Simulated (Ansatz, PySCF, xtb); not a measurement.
Bonds broken one at a time in the series C Br-H. Gas-phase values, no solvent. Strings in code marks are SMILES.

Quantity: homolytic bond dissociation enthalpy at 298 K (no spin–orbit term), in kcal/mol. Thermal and zero-point terms are GFN2-xTB rigid-rotor harmonic values (xtb).

Level 1: frozen-core CCSD(T)/cc-pVTZ // B3LYP-D3(BJ)/def2-TZVP (Ansatz, a quantum-chemistry and plane-wave program)
Level 2: PBE-D3(BJ)/def2-TZVP // B3LYP-D3(BJ)/def2-TZVP (PySCF)
Level 3: B3LYP/LANL2DZ // B3LYP-D3(BJ)/def2-TZVP (PySCF)
Level 4: M06-2X/6-31G* // B3LYP-D3(BJ)/def2-TZVP (PySCF)

```json
[
 {"species": "Br–C bond of `BrC(Br)(Br)Br`, giving `Br[C](Br)Br` and `[Br]`", "level 1": "54.2", "level 2": "56.4", "level 3": "40.1", "level 4": "49.5"},
 {"species": "Br–C bond of `BrCBr`, giving `[Br]` and `[CH2]Br`", "level 1": "66.9", "level 2": "70.9", "level 3": "54.7", "level 4": "65.4"},
 {"species": "Br–C bond of `BrC(Br)Br`, giving `Br[CH]Br` and `[Br]`", "level 1": "61.5", "level 2": "64.6", "level 3": "48.6", "level 4": "58.2"}
]
```
